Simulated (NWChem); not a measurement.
Molecule: CH₄Be; SMILES [BeH][CH3]

Program: NWChem. Geometry: optimised at PBE-D3(BJ)/def2-SVP. Total energies compare along this basis series because the functional is fixed.

| level | basis functions | energy (Ha) | highest occupied level (eV) | orbital gap (eV) | dipole (D) |
|---|---|---|---|---|---|
| PBE0/pcseg-1 | 43 | -55.1402 | -8.43 | 8.32 | 0.60 |
| PBE0/aug-pcseg-1 | 72 | -55.1421 | -8.42 | 8.11 | 0.59 |
| PBE0/pcseg-2 | 101 | -55.1746 | -8.39 | 8.20 | 0.58 |
| PBE0/STO-3G | 14 | -54.4844 | -7.12 | 9.41 | 0.77 |
| PBE0/def2-SVP | 43 | -55.1115 | -8.40 | 8.23 | … |

Problem. What belongs in the gaps?

Solution. 
- PBE0/def2-SVP, dipole (D): 0.66
